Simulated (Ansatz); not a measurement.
AlF3H4OSi (`[F][Al-]([F])([F])[OH+][SiH3]`). Charge 0, multiplicity 1.

Z-matrix (Å, degrees):
```
Al
F 1 1.649
F 1 1.665 2 117.6
F 1 1.649 2 116.2 3 146.8
O 1 1.897 2 104.0 3 -99.4
Si 5 1.719 1 121.3 2 119.0
H 5 0.961 1 121.0 2 -60.1
H 6 1.472 5 108.3 1 62.2
H 6 1.483 5 102.6 1 -180.0
H 6 1.472 5 108.4 1 -62.1
```

(1) What are the harmonic wavenumbers in cm⁻¹ at PBE0-D4/def2-TZVP (Ansatz, finite differences of forces, unscaled)? (Best estimate.)

(2) Is this a minimum?

(3) Give the ideal-gas thermochemistry at 298.15 K and 1 bar (rigid rotor, harmonic oscillator; point group Cs, symmetry number 1).

(4) And at 400, 500, 600, 800 and 1000 K?

(5) Rotational constants (cm⁻¹)?

## Answers

(1) Ansatz gave: 42, 67, 92, 191, 195, 227, 256, 281, 324, 473, 670, 698, 709, 776, 880, 901, 947, 955, 963, 1078, 2250, 2302, 2319, 3888.

(2) Yes, all 24 modes are real.

(3) Zero-point energy 128.5 kJ/mol; H(298) − E = 155.0 kJ/mol; entropy 398.7 J/(mol·K), of which translation 169.8, rotation 118.4, vibration 110.5; G(298) − E = 36.2 kJ/mol. Modes under 100 cm⁻¹ are hindered rotations or soft bends, so the harmonic entropy is rough.

(4) 
```tsv
T (K)	H − E (kJ/mol)	S (J/mol/K)	G − E (kJ/mol)
400	169.5	440.4	-6.6
500	185.5	475.9	-52.5
600	202.6	507.1	-101.7
800	239.4	560.0	-208.6
1000	278.6	603.7	-325.1
```

(5) 0.1149, 0.04607, 0.04505.
